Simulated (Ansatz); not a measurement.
Gas-phase electronic energies from Ansatz, PBE0-D4/def2-TZVP geometries. CCSD(T)/CBS is the MP2 limit (def2-TZVPP, def2-QZVPP) plus CCSD(T) − MP2 in def2-TZVPP, frozen cores. This one scheme is used for every species. DFT in def2-TZVPP. HSE06 is defined as in plane-wave codes. One conformer a species, not always the lowest.

Consider the substitution at a C–B bond: `BCBN` + H–F → `NBCF` + BH₃.

```
species  HSE06-D4 energy (Eh)
 `BCBN`            -146.65616
    H–F            -100.39003
 `NBCF`            -220.43758
    BH₃             -26.56417
```

Task: Work out ΔE.

Result: ΔE = (-220.43758) + (-26.56417) − (-146.65616) − (-100.39003) = 0.04444 Eh = +116.7 kJ/mol. CCSD(T)/CBS gives +117.6 kJ/mol.

Largest T1 diagnostic among the species: 0.012.

At CCSD(T), def2-SVP lies −16.0 kJ/mol from the extrapolated value and def2-TZVPP −4.3 kJ/mol. The D4 term adds +5.3 kJ/mol with B3LYP and +2.9 kJ/mol with PBE0; it sums over pairs of atoms, weighted by their polarisabilities, and B3LYP, whose exchange is more repulsive, gets the larger term. Leaving LDA and LC-ωPBE aside and taking each functional with its dispersion term where it has one, the values, not all of them listed here, spread over 19.9 kJ/mol, from CAM-B3LYP-D4 to PBE-QIDH. LDA lies +11.7 kJ/mol from PBE without D4.

B3LYP here is the variant with VWN-RPA as its local correlation; programs differ in this.
